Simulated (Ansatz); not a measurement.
CH$_{7}$FSiSn, SMILES `FC[SiH2][SnH3]`. Charge 0, multiplicity 1. Sn takes the def2 core potential. The geometry is a stationary point of PBE0-D4/def2-TZVP. It is one conformer, not always the lowest.

```xyz
11

F     0.520   -2.198   -0.001
C     1.382   -1.129   -0.224
Si    0.402    0.393   -0.806
Sn   -1.557    0.812    0.789
H     2.122   -1.440   -0.969
H     1.913   -0.917    0.710
H    -0.088    0.176   -2.194
H     1.341    1.549   -0.813
H    -1.007    0.798    2.407
H    -2.763   -0.380    0.616
H    -2.265    2.337    0.485
```

What is the dipole moment at ωB97M-V/def2-TZVPP? (Estimate.)

Computed: 1.62 D, with components (1.29, 0.90, -0.37) D in this frame, pointing from negative to positive charge.

And with PBE, r2SCAN, B3LYP? (Estimate.)

Ansatz gave: PBE 1.49 D, r2SCAN 1.56 D, B3LYP 1.64 D.

Give the Mulliken charges with ωB97M-V, PBE, r2SCAN in def2-TZVPP. (An estimate is asked.)

Ansatz gave: 
```json
{"atom": "F1", "ωB97M-V": "-0.24", "PBE": "-0.21", "r2SCAN": "-0.24"}
{"atom": "C2", "ωB97M-V": "-0.08", "PBE": "-0.03", "r2SCAN": "0.04"}
{"atom": "Si3", "ωB97M-V": "0.07", "PBE": "0.04", "r2SCAN": "0.12"}
{"atom": "Sn4", "ωB97M-V": "0.30", "PBE": "0.42", "r2SCAN": "0.43"}
{"atom": "H5", "ωB97M-V": "0.12", "PBE": "0.10", "r2SCAN": "0.07"}
{"atom": "H6", "ωB97M-V": "0.12", "PBE": "0.10", "r2SCAN": "0.07"}
{"atom": "H7", "ωB97M-V": "-0.01", "PBE": "-0.05", "r2SCAN": "-0.07"}
{"atom": "H8", "ωB97M-V": "-0.02", "PBE": "-0.05", "r2SCAN": "-0.07"}
{"atom": "H9", "ωB97M-V": "-0.09", "PBE": "-0.11", "r2SCAN": "-0.12"}
{"atom": "H10", "ωB97M-V": "-0.08", "PBE": "-0.10", "r2SCAN": "-0.11"}
{"atom": "H11", "ωB97M-V": "-0.09", "PBE": "-0.11", "r2SCAN": "-0.12"}
```

B3LYP here is the variant with VWN-RPA as its local correlation; programs differ in this.
